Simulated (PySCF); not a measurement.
PySCF job for W(OH)3 (H₃O₃W), SMILES [OH][W]([OH])[OH] (connectivity only; charge and spin as stated), neutral, multiplicity 4, PBE-D3(BJ)/def2-SVP. Coordinates come from a PBE-D3(BJ)/def2-SVP optimisation. The spin state was assumed, not searched. The def2 effective core potentials stand for the cores of W; spin–orbit coupling is left out. One conformer was computed; it need not be the lowest.

```python
import numpy as np
from pyscf import gto, scf, dft, df
from pyscf.hessian import thermo

mol = gto.M(
    atom='''
    W     0.00322797   -0.00146569    0.00000000
    O     0.09681495   -0.95462212    1.66777097
    H    -0.72656667   -1.20519704    2.13523317
    O     0.09681495   -0.95462255   -1.66777072
    H    -0.72656669   -1.20519760   -2.13523286
    O    -0.12854911    1.91774095   -0.00000025
    H     0.69361701    2.45088588   -0.00000032
    ''',
    basis='def2-SVP',
    ecp={'W': 'def2-svp'},
    charge=0,
    spin=3,
    max_memory=1600,
    verbose=3,
)
mf = dft.UKS(mol, xc='pbe').density_fit(auxbasis='def2-universal-jkfit')
mf.disp = 'd3bj'
mf.grids.level = 3
mf.conv_tol = 1e-11
mf.max_cycle = 100
mf.kernel()
fine, coarse = mf.grids, dft.Grids(mol).set(level=1).build(with_non0tab=True)
for _ in range(3):  # follow internal instabilities
    mf.grids = coarse
    mo, _, stable, _ = mf.stability(return_status=True, nroots=4)
    mf.grids = fine
    if stable:
        break
    mf.kernel(mf.make_rdm1(mo, mf.mo_occ))

# [left out here: the lines that compute and print the analytic Hessian (its translational invariance restored by hand, since the grid's response is missing), thermochemistry and intensities]
```

Output:

```

WARN: HOMO -0.366057490134806 >= LUMO -0.386415820670017


WARN: HOMO -0.0294218051743588 >= LUMO -0.0287059504280216


WARN: HOMO -0.0341618997186077 >= LUMO -0.0460321058605864

converged SCF energy = -294.257697371989  <S^2> = 3.7573086  2S+1 = 4.0036526
<class 'pyscf.df.df_jk.DFUKS'> wavefunction is stable in the internal stability analysis

WARN: DFTD3 does not support analytical Hessian, using finite difference


WARN: Mole.unit (angstrom) is changed to Bohr

Mode                                 0                   1                   2
Irrep
Freq [cm^-1]                      146.7984            163.1397            166.1075
Reduced mass [au]                   6.2109              6.4039              6.8463
Force const [Dyne/A]                0.0789              0.1004              0.1113
Char temp [K]                     211.2102            234.7217            238.9917
Normal mode                   x     y     z       x     y     z       x     y     z
       0   W                 0.03 -0.00 -0.00    0.00 -0.00  0.02    0.00  0.02  0.00
       1   O                -0.12  0.00  0.01    0.00 -0.09 -0.02   -0.00 -0.13 -0.09
       2   H                -0.18  0.06 -0.07    0.01 -0.14 -0.03   -0.01 -0.17 -0.13
       3   O                -0.12  0.00 -0.01   -0.00  0.09 -0.02   -0.00 -0.13  0.09
       4   H                -0.18  0.06  0.07   -0.01  0.14 -0.03   -0.01 -0.17  0.13
       5   O                -0.12 -0.01  0.00   -0.00 -0.00 -0.18   -0.01  0.03 -0.00
       6   H                -0.18  0.08  0.00   -0.00  0.00 -0.25   -0.02  0.05 -0.00
Mode                                 3                   4                   5
Irrep
Freq [cm^-1]                      374.9911            404.4044            430.5128
Reduced mass [au]                   1.1228              1.1074              1.1110
Force const [Dyne/A]                0.0930              0.1067              0.1213
Char temp [K]                     539.5287            581.8478            619.4121
Normal mode                   x     y     z       x     y     z       x     y     z
       0   W                -0.00 -0.00 -0.00    0.00 -0.00  0.00   -0.00  0.00 -0.00
       1   O                 0.00  0.04  0.02    0.01  0.03  0.01    0.01 -0.05 -0.03
       2   H                -0.01 -0.48 -0.28    0.06 -0.36 -0.12    0.04  0.56  0.35
       3   O                -0.00 -0.04  0.02   -0.01 -0.03  0.01    0.01 -0.05  0.03
       4   H                 0.01  0.48 -0.28   -0.06  0.36 -0.12    0.04  0.56 -0.35
       5   O                 0.00 -0.00  0.05    0.00 -0.00 -0.06   -0.01 -0.00 -0.00
       6   H                 0.00 -0.00 -0.52    0.00 -0.00  0.78   -0.07  0.09  0.00
Mode                                 6                   7                   8
Irrep
Freq [cm^-1]                      665.1761            665.2584            680.5008
Reduced mass [au]                  12.4224              8.3454             10.8249
Force const [Dyne/A]                3.2384              2.1761              2.9534
Char temp [K]                     957.0403            957.1587            979.0892
Normal mode                   x     y     z       x     y     z       x     y     z
       0   W                -0.00  0.03 -0.00   -0.00  0.00  0.02    0.00  0.00  0.00
       1   O                 0.01 -0.06  0.08   -0.02  0.07 -0.14   -0.02  0.07 -0.12
       2   H                -0.08  0.01 -0.05    0.15 -0.04  0.10    0.10 -0.03  0.02
       3   O                 0.01 -0.05 -0.08    0.02 -0.07 -0.14   -0.02  0.07  0.12
       4   H                -0.08  0.01  0.05   -0.15  0.04  0.10    0.10 -0.03 -0.02
       5   O                 0.02 -0.18  0.00    0.00 -0.00 -0.00    0.02 -0.15 -0.00
       6   H                -0.08 -0.02  0.00   -0.00 -0.00 -0.06   -0.10  0.03  0.00
Mode                                 9                  10                  11
Irrep
Freq [cm^-1]                      685.1864            696.4780            702.8339
Reduced mass [au]                   1.1447              1.0888              1.1260
Force const [Dyne/A]                0.3166              0.3112              0.3277
Char temp [K]                     985.8307           1002.0768           1011.2214
Normal mode                   x     y     z       x     y     z       x     y     z
       0   W                 0.00  0.00 -0.01   -0.00 -0.00 -0.00    0.01  0.01 -0.00
       1   O                -0.04 -0.02  0.03   -0.02 -0.01  0.02   -0.04 -0.02  0.02
       2   H                 0.32 -0.26  0.51    0.15 -0.20  0.21    0.28 -0.26  0.44
       3   O                 0.04  0.02  0.03   -0.02 -0.01 -0.02   -0.04 -0.02 -0.02
       4   H                -0.32  0.26  0.51    0.15 -0.20 -0.21    0.28 -0.26 -0.44
       5   O                 0.00 -0.00  0.01    0.05  0.01 -0.00   -0.03 -0.01 -0.00
       6   H                -0.00  0.00 -0.07   -0.42  0.72  0.00    0.22 -0.39  0.00
Mode                                12                  13                  14
Irrep
Freq [cm^-1]                     3621.4841           3627.4754           3629.8493
Reduced mass [au]                   1.0657              1.0657              1.0664
Force const [Dyne/A]                8.2349              8.2624              8.2784
Char temp [K]                    5210.5093           5219.1295           5222.5449
Normal mode                   x     y     z       x     y     z       x     y     z
       0   W                 0.00  0.00 -0.00    0.00  0.00  0.00    0.00  0.00 -0.00
       1   O                 0.01  0.00 -0.00   -0.04 -0.01  0.02    0.03  0.01 -0.02
       2   H                -0.13 -0.04  0.08    0.57  0.18 -0.33   -0.55 -0.17  0.32
       3   O                 0.01  0.00  0.00    0.04  0.01  0.02    0.03  0.01  0.02
       4   H                -0.13 -0.04 -0.08   -0.57 -0.18 -0.33   -0.55 -0.17 -0.32
       5   O                 0.05  0.03 -0.00    0.00  0.00  0.00   -0.01 -0.01  0.00
       6   H                -0.78 -0.52 -0.00   -0.00 -0.00  0.00    0.18  0.12 -0.00
temperature 298.1500 [K]
pressure 101325.00 [Pa]
Rotational constants [GHz] 5.09991 5.04464 2.58772
Symmetry number 1
Zero-point energy (ZPE) 0.03795 [Eh]   99650.103 [J/mol]
                           tot       elec      trans        rot        vib
Entropy [J/mol/K]       349.513     11.526    176.829    108.709     52.449
Cv [J/mol/K]             88.728      0.000     12.472     12.472     63.785
Cp [J/mol/K]             97.043      0.000     20.786     12.472     63.785
Internal energy [J/mol]                      3718.434   3718.434 108907.392
Internal energy [Eh]   -294.21338  -294.25770
Enthalpy [J/mol]                             6197.391   3718.434 108907.392
Enthalpy [Eh]          -294.21244
Gibbs free energy [J/mol]                  -46524.086 -28693.087  93269.608
Gibbs free energy [Eh] -294.25213
mode   freq/cm-1   IR/(km/mol)
   1      146.80         4.885
   2      163.14         0.068
   3      166.11         0.026
   4      374.99       147.478
   5      404.40        41.694
   6      430.51       180.856
   7      665.18       201.749
   8      665.26       232.533
   9      680.50         1.023
  10      685.19        42.014
  11      696.48        14.291
  12      702.83        92.574
  13     3621.48        66.900
  14     3627.48        38.065
  15     3629.85        33.516
max |gradient| / (hartree/bohr): 0.0001016053326082776
APT charges: [ 1.2456 -0.6846  0.2679 -0.6846  0.2679 -0.6805  0.2684]
```

The calculation finished and met its thresholds.
